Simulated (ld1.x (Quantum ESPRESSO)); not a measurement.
Before and after: TM potential for neodymium

Nd (Z = 60), norm-conserving Troullier–Martins (Kleinman–Bylander form), made with ld1.x (Quantum ESPRESSO) 7.5 (PBE, scalar-relativistic). Core [Kr] 4d10 4f3, reference 5s2 5p6 5d1.5 6s1.5 6p0. Waves: 5s (bound): rc 1.40 bohr; 5p (bound): rc 2.70 bohr; 5d (bound): rc 2.60 bohr. Local part: all-electron potential smoothed inside 2.10 bohr (lloc = -1). Core correction: none.

Occupied shells without a wave of their own: 6s. They enter only through the test configuration that unscreens the potential.

Change: local potential all-electron potential smoothed inside 3.12 bohr (lloc = -1).

Cutoffs: the cutoffs (Ry, on a coarse ladder) from which the occupation-weighted sum of valence levels, in a spherical-Bessel basis at the reference potential, stays within 10 and 1 mRy of its value at 400 Ry; they do not see the model core or the augmentation charge, which bear on the density cutoff. Errors are all-electron minus pseudo energies relative to the spin-unpolarised reference configuration.

**Question.** How do hardness, ghosts and transferability respond?

**Answer.** The potential gets neither clearly harder nor softer (55 Ry and 100 Ry → 55 Ry and 100 Ry); the miss of the reference levels goes from 0.02 to 1.45 eV; the number of tests that count goes from 7 to 3; of the 3 tests that both files solve, the error grows in 3 and shrinks in 0 by more than 15 % and 0.3 meV (median size 10.1 → 1080.7 meV); neither file shows a bound ghost at the reference potential, the only one tested. The local part now departs from the all-electron potential out to 3.12 bohr, far beyond the s radius of 1.40 bohr, and whatever the projectors do not describe feels it: the likely cause.

```csv
quantity,base,changed
"cutoff, loose",55 Ry,55 Ry
"cutoff, tight",100 Ry,100 Ry
bound ghosts,none,none
"largest miss of a reference level, eV",0.02,1.45
"tests counted (converged, no solver errors)",7 of 7,3 of 7
"error for 5s2 5p6 5d1 6s2 6p0, meV [ΔE -0.53 eV]",-10,+754
"error for 5s2 5p6 5d1 6s1 6p0, meV [ΔE 5.74 eV]",+10,-1081
"error for 5s2 5p6 5d1 6s0 6p0, meV [ΔE 17.17 eV]",+51,-5077
```

Changed file: Tests not counted: 5s2 5p6 5d0 6s2 6p1 (solver errors, printed error -26.8 eV); 5s2 5p6 5d0 6s2 6p0 (solver errors, printed error -589 eV); 5s1 5p6 5d1 6s2 6p0 (solver errors, printed error -469 eV); 5s2 5p6 5d1 6s1 6p1 (solver errors, printed error -845 eV). These tests converged, but a pseudo level misses the all-electron one widely, so the file describes the atom poorly there or has found another state: 5s2 5p6 5d1 6s2 6p0: 6s by 1.2 eV (a node warning on the way); 5s2 5p6 5d1 6s1 6p0: 6s by 2.6 eV; 5s2 5p6 5d1 6s0 6p0: 5p by 3.3 eV. The 6s level has no wave, so the channel is fitted at the deeper level alone: the likely source of the large errors.
